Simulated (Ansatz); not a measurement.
`[SiH3][SiH]1CS1` + NH₃ → `N[SiH]1CS1` + SiH₄ at 700 K and 1 bar (cleavage of the Si–Si bond).

Computed with Ansatz on PBE0-D4/def2-TZVP structures; ΔE is electronic, products minus reactants. CCSD(T)/CBS is the MP2 limit (def2-TZVPP, def2-QZVPP) plus CCSD(T) − MP2 in def2-TZVPP, frozen cores. This one scheme is used for every species. One conformer a species, not always the lowest.

| species | CCSD(T)/CBS energy (Eh) | H − E (kJ/mol) | S (J/(mol·K)) |
| --- | --- | --- | --- |
| `[SiH3][SiH]1CS1` | -1017.58743 | 239.8 | 457.9 |
| NH₃ | -56.50880 | 116.9 | 226.5 |
| `N[SiH]1CS1` | -782.65285 | 233.0 | 417.4 |
| SiH₄ | -291.46306 | 115.5 | 252.9 |

H − E and S are ideal-gas, rigid-rotor, harmonic terms from PBE0-D4/def2-TZVP, for one conformer and one mirror image of each species. 1 Eh = 2625.50 kJ/mol, R = 8.31446 J/(mol·K).

**Question.** By hand: ΔE, ΔH, ΔS and ΔG.

**Answer.** ΔE = (-782.65285) + (-291.46306) − (-1017.58743) − (-56.50880) = -0.01968 Eh = -51.7 kJ/mol. Δ(H − E) = 233.0 + 115.5 − 239.8 − 116.9 = -8.2, so ΔH = -59.9 kJ/mol. ΔS = 417.4 + 252.9 − 457.9 − 226.5 = -14.1 J/(mol·K). ΔG = -59.9 − 700 × (-14.1)/1000 = -50.0 kJ/mol.

**Question.** By hand: the equilibrium constant, and the temperature at which ΔG would vanish if ΔH and ΔS stayed fixed.

**Answer.** log₁₀ K = −ΔG/(RT ln 10) = 3.7. ΔG = 0 at ΔH/ΔS = 4248 K, far beyond where these terms or the molecules hold.

The number of gas molecules stays the same, so ΔS is small and ΔH decides. A doubt of 5 kJ/mol in ΔE shifts log₁₀ K by 0.4 here. Other conformers and mirror images would add mixing entropy, several J/(mol·K) or more a flexible species. These are equilibria of isolated gas molecules and say nothing of rates. Largest T1 diagnostic: 0.013 (customary marks: 0.02 for closed shells, 0.045 for open ones).
